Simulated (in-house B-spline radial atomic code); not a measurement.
Configurations of Br6+, with energies counted from [Ar] 3d10 4s1. All numbers are computed (scalar-relativistic (X2C) BLYP, spin-polarised, spherical fractional occupations; Fermi nucleus of rms radius 4.1629 fm) with an all-electron radial atomic-structure program (B-spline basis), not measured. Shells without spins written out take the highest spin.

Occupations are held fixed; configurations that lie above the ionisation limit could autoionise.

```tsv
configuration	E - E(ref) (eV)	highest orbital	its <r> (bohr)
[Ar] 3d10 5p(0 up, 1 down)	57.292	5p down	2.952
[Ar] 3d9 4s2	64.35	4s down	1.394
[Ar] 3d9 4s1 4p1	79.492	4p up	1.506
[Ar] 3d9 4s1 5p1	123.81	5p up	2.903
[Ar] 3d9 4s1 5f1	142.73	5f up	4.086
[Ne] 3s2 3p5 3d10 4s1 5p1	230.97	5p up	2.901
[Ne] 3s2 3p(3 up, 2 down) 3d10 4s(0 up, 1 down) 4f(1 up, 0 down)	235.1	4f up	2.329
```

(1) Order these further configurations by energy, lowest first.
A. [Ne] 3s2 3p5 3d10 4s1 4d1
B. [Ar] 3d9 4s1 5d1
C. [Ar] 3d9 4s1 5s1
D. [Ne] 3s2 3p5 3d10 4s1 4f1
E. [Ar] 3d10 4p(1 up, 0 down)

(2) How far above the reference does [Ne] 3s2 3p5 3d10 4s1 4p1 lie?

(3) How far above the reference does [Ne] 3s2 3p(2 up, 3 down) 3d10 4s(0 up, 1 down) 5s(0 up, 1 down) lie?

Answers

(1) E (16.539 eV), C (117.37 eV), B (133.69 eV), A (212.52 eV), D (234.11 eV).

(2) 186.6 eV; its least bound orbital is 4p up with <r> = 1.505 bohr.

(3) 224.52 eV; its least bound orbital is 5s down with <r> = 2.67 bohr.
